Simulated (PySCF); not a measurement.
## Frontier orbitals and the lowest excitations

Species: C₃H₉ClSSi₂.
Cartesian coordinates in Å at the GFN2-xTB level; atoms count from 1:
```
atom  x, y, z in Å
C1    -1.2562    1.5286   -0.5199
C2    -0.3369    0.5804    0.2425
C3     0.9174    0.2490   -0.5750
Si4    1.9410   -1.1186    0.2651
Cl5    2.9963   -2.1800   -1.0774
S6     0.4399   -2.3346    1.2271
Si7   -1.2145   -1.0354    0.7609
H8    -1.6011    1.0687   -1.4438
H9    -2.1275    1.7829    0.0794
H10   -0.7352    2.4510   -0.7740
H11   -0.0119    1.0909    1.1574
H12    1.5158    1.1503   -0.7225
H13    0.6139   -0.0833   -1.5722
H14    2.8290   -0.6242    1.3079
H15   -1.9711   -1.6239   -0.3399
H16   -2.0067   -0.8928    1.9730
```

Level of theory: TDDFT wB97X-D/def2-SVPD, vertical, gas phase, core orbitals frozen in the response (PySCF 2.14.0, density-fitted response routines).

Kohn–Sham orbitals with the atoms that hold most of them (Löwdin shares over 4%, at most four atoms; ? is withheld):

```csv
orbital,ε (eV),atoms
LUMO+2,2.04,"S6 39%, Si4 15%, Si7 12%, Cl5 8%"
LUMO+1,1.89,"Si4 19%, Si7 18%, S6 18%, Cl5 8%"
LUMO,1.35,"Si7 22%, S6 18%, Si4 13%, Cl5 8%"
HOMO,-9.11,?
HOMO-1,-10.13,?
HOMO-2,-10.44,"C3 22%, Cl5 21%, Si4 13%, C2 10%"
HOMO-3,-10.90,"Cl5 39%, S6 22%, Si4 13%, H14 9%"
```

(1) Which atoms hold the HOMO-1, and with what shares?

(2) Which atoms hold the HOMO, and with what shares?

(3) How does S1 compare with the orbital gap of 10.46 eV?

(4) Give energy, strength and leading configuration of S1 and S6, and follow the Löwdin shares of the leading atoms from the occupied to the empty orbital.

## Answers

(1) S6 (bonded to 2 Si) 39%; C2 (bonded to 2 C, Si and H) 17%; Si7 (bonded to C, S and 2 H) 12%; Si4 (bonded to C, Cl, S and H) 7%. By element: sulfur 39%, silicon 18%, carbon 17% or more.

(2) S6 (bonded to 2 Si) 68%; Si7 (bonded to C, S and 2 H) 10%; Si4 (bonded to C, Cl, S and H) 7%. By element: sulfur 68%, silicon 17%.

(3) S1 is at 6.02 eV (f = 0.012), 4.44 eV below the gap, made of HOMO→LUMO (90%). Without the coupling terms of the response equations the lowest excitation would equal the gap.

(4) 
- S1 (6.02 eV, f 0.012), HOMO→LUMO (90%): S6 68% → 18%, Si7 10% → 22%
- S6 (7.55 eV, f 0.0008), HOMO-2→LUMO (76%): C3 22% → at most 8%, Cl5 21% → 8%, Si7 at most 11% → 22%, S6 at most 11% → 18%

One conformer stands for the species.
